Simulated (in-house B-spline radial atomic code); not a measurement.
# Ionising Ca III (Ca2+) with different functionals

Computed with a radial B-spline atomic code at the basis-set limit: scalar-relativistic (spin-free X2C) Hamiltonian, Fermi nucleus of rms radius 3.4776 fm, spin-polarised at highest spin, spherical fractional occupations for the functionals, the average over the highest-spin determinants for Hartree-Fock. The ionisation energy is the difference of two self-consistent energies, [Ne] 3s2 3p6 → [Ne] 3s2 3p5, without Breit or QED terms; ε is the level of the shell that loses the electron (its least bound occupied spin orbital).

Hybrids are left out here: with spherical fractional occupations of an open shell their exact exchange keeps a self-interaction that integer-occupation calculations don't have.

```json
{"method": "Hartree-Fock", "rung": "Hartree-Fock", "ΔSCF (eV)": "49.90", "-ε(3p) (eV)": "51.07"}
{"method": "LDA VWN5", "rung": "LDA", "ΔSCF (eV)": "51.00", "-ε(3p) (eV)": "43.12"}
{"method": "LDA PW92", "rung": "LDA", "ΔSCF (eV)": "51.00", "-ε(3p) (eV)": "43.11"}
{"method": "LDA exchange-only", "rung": "LDA", "ΔSCF (eV)": "49.26", "-ε(3p) (eV)": "41.47"}
{"method": "PBE", "rung": "GGA", "ΔSCF (eV)": "50.91", "-ε(3p) (eV)": "43.05"}
{"method": "PBEsol", "rung": "GGA", "ΔSCF (eV)": "50.84", "-ε(3p) (eV)": "42.98"}
{"method": "BLYP", "rung": "GGA", "ΔSCF (eV)": "50.76", "-ε(3p) (eV)": "42.90"}
{"method": "RPBE", "rung": "GGA", "ΔSCF (eV)": "50.89", "-ε(3p) (eV)": "43.03"}
{"method": "PW91", "rung": "GGA", "ΔSCF (eV)": "51.00", "-ε(3p) (eV)": "43.13"}
{"method": "BP86", "rung": "GGA", "ΔSCF (eV)": "?", "-ε(3p) (eV)": "?"}
{"method": "AM05", "rung": "GGA", "ΔSCF (eV)": "?", "-ε(3p) (eV)": "?"}
{"method": "OLYP", "rung": "GGA", "ΔSCF (eV)": "51.02", "-ε(3p) (eV)": "43.19"}
{"method": "TPSS", "rung": "meta-GGA", "ΔSCF (eV)": "51.10", "-ε(3p) (eV)": "43.28"}
{"method": "SCAN", "rung": "meta-GGA", "ΔSCF (eV)": "51.49", "-ε(3p) (eV)": "43.78"}
{"method": "r2SCAN", "rung": "meta-GGA", "ΔSCF (eV)": "51.46", "-ε(3p) (eV)": "43.76"}
{"method": "revTPSS", "rung": "meta-GGA", "ΔSCF (eV)": "51.05", "-ε(3p) (eV)": "43.24"}
```

What does AM05 give?

ΔSCF 50.83 eV, and -ε(3p) = 42.96 eV.

What does BP86 give?

ΔSCF 51.00 eV, and -ε(3p) = 43.13 eV.

How do they compare with the NIST value?

NIST lists 50.913 eV (measured, ground level to ground level). Errors run from -1.66 to +0.58 eV; PBE is closest (-0.00 eV), but part of that can be cancellation, since the calculations leave out spin-orbit coupling, Breit-QED terms, multiplet and fine-structure energies. Hartree-Fock also lacks correlation.
